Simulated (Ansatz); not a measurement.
`C[BH][Ga]([NH2])[OH]` and `[CH3][Ga]([NH2])[OH]` differ in one atom or group.

Ansatz, PBE0-D4/def2-TZVP geometries, multiplicity 1. Each molecule was computed in one conformer, which needn't be the lowest.

Scalar relativity is left out up to krypton.

```
                                      property  `C[BH][Ga]([NH2])[OH]`
            HOMO energy (PBE0/def2-TZVPP) / eV                   -7.05
zero-point energy (PBE0-D4/def2-TZVP) / kJ/mol                   228.1
         LUMO energy (ωB97M-V/def2-TZVPP) / eV                    0.11
          HOMO–LUMO gap (PBE0/def2-TZVPP) / eV                    5.23
       HOMO–LUMO gap (ωB97M-V/def2-TZVPP) / eV                    9.55
           HOMO energy (B3LYP/def2-TZVPP) / eV                   -6.81
```

(1) Give the same properties after the change, and the shifts. (Estimate.)

## Answers

(1) Ansatz gave: 
| property | `[CH3][Ga]([NH2])[OH]` | shift |
| --- | --- | --- |
| HOMO energy (PBE0/def2-TZVPP) / eV | -7.08 | -0.03 |
| zero-point energy (PBE0-D4/def2-TZVP) / kJ/mol | 195.7 | -32.4 |
| LUMO energy (ωB97M-V/def2-TZVPP) / eV | 1.72 | 1.61 |
| HOMO–LUMO gap (PBE0/def2-TZVPP) / eV | 7.27 | 2.04 |
| HOMO–LUMO gap (ωB97M-V/def2-TZVPP) / eV | 11.21 | 1.66 |
| HOMO energy (B3LYP/def2-TZVPP) / eV | -6.84 | -0.03 |

The zero-point energy changes by -32.4 kJ/mol with -6 modes.

B3LYP here is the variant with VWN-RPA as its local correlation; programs differ in this.
